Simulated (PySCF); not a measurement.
Isomers of C3H12NOPSi2, from PBE0-D3(BJ)/def2-SVP geometry optimisation, gas phase (PySCF). One conformer each, no zero-point energy, no frequencies.

**Question.** Which isomer lies lower at this level?
A. `[CH3:1][N:2]([CH3:3])[C:4](=[O:5])[SiH2:6][SiH2:7][PH2:8]` with C1–N2–C4–O5 1°, N2–C4–Si6–Si7 179°, C4–Si6–Si7–P8 -175°, Si6–Si7–P8–H -73° and -167°: A = 3292, B = 451.4, C = 404.1 MHz, dipole 3.54 D
B. `[CH2:1]=[CH:2][P@@:3]([CH3:4])(=[O:5])[N:6]([SiH3:7])[SiH3:8]` with C1–C2–P3–C4 -127°, C2–P3–N6–Si7 -119°: A = 1448, B = 973.6, C = 828.4 MHz, dipole 3.33 D

**Answer.** B. That is `N([SiH3])([SiH3])[P@@](C=C)(=O)C`, 22.7 kcal/mol below the other.

| SMILES | mapped SMILES | E (Eh) | relative (kcal/mol) | relative (kJ/mol) | dipole (D) |
| --- | --- | --- | --- | --- | --- |
| C=C[P@@](C)(=O)N([SiH3])[SiH3] | [CH2:1]=[CH:2][P@@:3]([CH3:4])(=[O:5])[N:6]([SiH3:7])[SiH3:8] | -1170.78110 | 0.0 | 0.0 | 3.33 |
| CN(C)C(=O)[SiH2][SiH2]P | [CH3:1][N:2]([CH3:3])[C:4](=[O:5])[SiH2:6][SiH2:7][PH2:8] | -1170.74486 | 22.7 | 95.2 | 3.54 |

As drawn, the lower has a P=O bond and a C=C bond outside aromatic rings, which the higher lacks; the higher has a C=O bond, a C(=O)–N unit and an Si–Si bond, which the lower lacks.
